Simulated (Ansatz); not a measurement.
Computed with Ansatz on PBE0-D4/def2-TZVP structures; ΔE is electronic, products minus reactants. CBS: MP2 limit from def2 TZ/QZ plus the TZ coupled-cluster correction, frozen cores. This one scheme is used for every species, atoms too. DFT in def2-TZVPP. HSE06 is defined as in plane-wave codes. No spin–orbit coupling; open shells (•) take unrestricted orbitals. Spin–orbit coupling would lower the free atoms: a little for C, Cl; strongly for In. def2 core potentials past Kr. For In outer-core shells are correlated without core-valence functions, so the limit isn't a true one: a few kJ/mol of doubt a bond, and 10 to 20 or more in all where bonds break to atoms.

`[CH3][InH][Cl]` → C• + Cl• + 4 H• + In•  (atomization)

| level | ΔE (eV) |
| --- | --- |
| HSE06-D4 | 21.71 |
| CCSD(T)/def2-TZVPP | 21.35 |

**Question.** What does CCSD(T)/CBS give? (Estimate.)

**Answer.** The calculation gave: +21.87 eV. The listed levels differ from it by -0.16, -0.52 eV.

Largest T1 diagnostic among the species: 0.015.

In def2-TZVPP, CCSD(T) changes the Hartree–Fock value by +5.00 eV (the triples alone add +0.28 eV) and MP2 by +5.06 eV; breaking electron pairs costs correlation energy, which Hartree–Fock lacks. From PBE to PBE0 (25 % exact exchange), in def2-TZVPP and without D4, ΔE moves by −0.12 eV: exact exchange takes away binding that semilocal exchange gives to molecules. The D4 term adds +0.20 eV with B3LYP and +0.10 eV with PBE0; it sums over pairs of atoms, weighted by their polarisabilities, and B3LYP, whose exchange is more repulsive, gets the larger term.

B3LYP here is the variant with VWN-RPA as its local correlation; programs differ in this.

For atomizations the MP2-based limit and the directly extrapolated one differ by several kJ/mol either way, and by 10 to 25 for some Ge, Se and Sn compounds, so smaller differences from it don't rank the levels.
